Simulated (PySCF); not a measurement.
Input for PySCF: D3(BJ) and D4 dispersion corrections on H4O3Sn (SMILES [OH][SnH]([OH])[OH]), a point of a torsion scan.

```python
from pyscf import gto
from pyscf.dispersion import dftd3, dftd4

mol = gto.M(
    atom='''
    O     1.78032503    0.36408923   -0.33689053
    Sn   -0.02664004   -0.01048612    0.13734682
    O    -0.44848992   -1.78262650   -0.42235892
    O    -0.10337400   -0.16839150    2.06350643
    H     2.43815451   -0.21453015    0.05069270
    H    -0.93446774    1.16969045   -0.55484094
    H    -0.89038263   -2.30537966    0.24797406
    H     0.20995374    0.57934368    2.57007016
    ''',
    basis='def2-svp',
    charge=0, spin=0, verbose=0, max_memory=1800)
d3, d4 = {}, {}
for xc in ['hf', 'pbe', 'blyp', 'revpbe', 'tpss', 'r2scan', 'b3lyp', 'pbe0', 'bhlyp', 'camb3lyp', 'b2plyp']:
    d3[xc] = float(dftd3.DFTD3Dispersion(mol, xc=xc, version='d3bj', atm=False).get_dispersion()['energy'])
    print(f'D3(BJ) {xc:10s} {d3[xc]:14.8f} Eh')
for xc in ['hf', 'pbe', 'blyp', 'revpbe', 'tpss', 'r2scan', 'b3lyp', 'pbe0', 'bhlyp', 'camb3lyp', 'b2plyp']:
    d4[xc] = float(dftd4.DFTD4Dispersion(mol, xc={'camb3lyp': 'cam-b3lyp'}.get(xc, xc), atm=True).get_dispersion()['energy'])
    print(f'D4     {xc:10s} {d4[xc]:14.8f} Eh')
```

The log:

```
D3(BJ) hf            -0.04065512 Eh
D3(BJ) pbe           -0.00468615 Eh
D3(BJ) blyp          -0.01046888 Eh
D3(BJ) revpbe        -0.01123437 Eh
D3(BJ) tpss          -0.00603620 Eh
D3(BJ) r2scan        -0.00129468 Eh
D3(BJ) b3lyp         -0.00869904 Eh
D3(BJ) pbe0          -0.00419990 Eh
D3(BJ) bhlyp         -0.00736022 Eh
D3(BJ) camb3lyp      -0.00402469 Eh
D3(BJ) b2plyp        -0.00432370 Eh
D4     hf            -0.01745909 Eh
D4     pbe           -0.00517816 Eh
D4     blyp          -0.01124064 Eh
D4     revpbe        -0.01436972 Eh
D4     tpss          -0.00694653 Eh
D4     r2scan        -0.00121222 Eh
D4     b3lyp         -0.00839441 Eh
D4     pbe0          -0.00436596 Eh
D4     bhlyp         -0.00678208 Eh
D4     camb3lyp      -0.00445118 Eh
D4     b2plyp        -0.00358051 Eh
```

The run finished.

Cost: around 0.020 core-seconds (rough).
